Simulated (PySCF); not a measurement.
2-(trimethylsilyloxy)furan, C7H12O2Si.
Bonds: C1–Si2, Si2–C3, Si2–C4, Si2–O5, O5–C6, C6–C7 (aromatic), C7–C8 (aromatic), C8–C9 (aromatic), C9–O10 (aromatic), C6–O10 (aromatic). Hydrogens: H11, H12, H13 on C1; H14, H15, H16 on C3; H17, H18, H19 on C4; H20 on C7; H21 on C8; H22 on C9.

Definitions: NICS(0) = −σiso at the ring centroid; NICS(1) = −σiso and NICS(1)zz = −σzz at ±1 Å along the ring normal z. Level: GIAO PBE0/pcSseg-1 (PySCF, non-relativistic, gas phase) on the GFN2-xTB geometry, one conformer.

Ring bond lengths (Å), with Mayer bond orders in brackets: C6–C7 1.363 (1.55), C7–C8 1.420 (1.23), C8–C9 1.355 (1.64), C9–O10 1.357 (1.01), O10–C6 1.347 (1.07).

Q: Give the NICS values of each ring in ppm.

A: 
```tsv
ring	type	NICS(0)	NICS(1), two faces	NICS(1)zz, two faces	rms pucker (Å)	centre to ring atoms, mean (Å)
C6–C7–C8–C9–O10	5-membered ring with O; formal bonds all aromatic	-12.2	-9.1 / -9.1	-22.4 / -22.4	0.00	1.16
```

Q: What can be read from them?

A: 
- C6–C7–C8–C9–O10: mean NICS(1)zz -22.4 ppm, shielded, aromatic by this magnetic criterion (flat ring, no four-coordinate atom).

Q: How equal are the bonds by HOMA? Use HOMA with the parameters of Krygowski (1993).

A: 
- C6–C7–C8–C9–O10: HOMA 0.38; the largest term is that of C9–O10, α(R − Ropt)² = 1.34.

Q: What are the shieldings of the ring atoms and their hydrogens in the same run (means over atoms taken as equivalent)?

A: 
```tsv
atoms	environment	σ isotropic (ppm)	principal values of the symmetric part, first atom (ppm)
C6	aromatic carbon bearing oxygen	22.6	-46.7, 46.6, 67.8
C7	aromatic CH carbon	96.9	39.4, 89.0, 162.3
C8	aromatic CH carbon	67.7	-21.9, 64.5, 160.7
C9	aromatic CH next to a ring oxygen	52.7	-19.0, 68.9, 108.2
O10	furan-type oxygen	50.8	-65.8, 8.3, 210.1
H20	aromatic hydrogen	26.20	22.6, 26.6, 29.4
H21	aromatic hydrogen	25.16	23.4, 25.3, 26.8
H22	aromatic hydrogen	24.87	21.5, 25.4, 27.7
```

The values belong to the conformer `[CH3:1][Si:2]([CH3:3])([CH3:4])[O:5][c:6]1[cH:7][cH:8][cH:9][o:10]1`: C1–Si2–O5–C6 61°, Si2–O5–C6–C7 180°.
